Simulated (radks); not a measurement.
The numbers below are computed, except where a source is named.
Question: Ionisation of the argon ion Ar+, [Ne] 3s2 3p5, to Ar2+, [Ne] 3s2 3p4, under several functionals. Dirac Kohn-Sham, spin-unpolarised, spherical densities, point nucleus; open shells are shared between the two j in proportion to 2j + 1; a radial shooting solver on a logarithmic mesh with Libxc functionals. The NIST Atomic Spectra Database gives 27.630 eV (measured). Rank these functionals by the error of their Delta-SCF ionisation energy: revPBE; HCTH/407; exchange-only B88.

Answer: From best to worst: exchange-only B88 27.560 eV (-0.069); revPBE 28.634 eV (+1.005); HCTH/407 29.054 eV (+1.424). Spin polarisation and multiplet splitting are left out, so open shells lie too high by an amount that depends on their filling.

Beside tabulated values, note that spin-unpolarised runs miss the spin-polarisation part of the exchange energy of open shells.
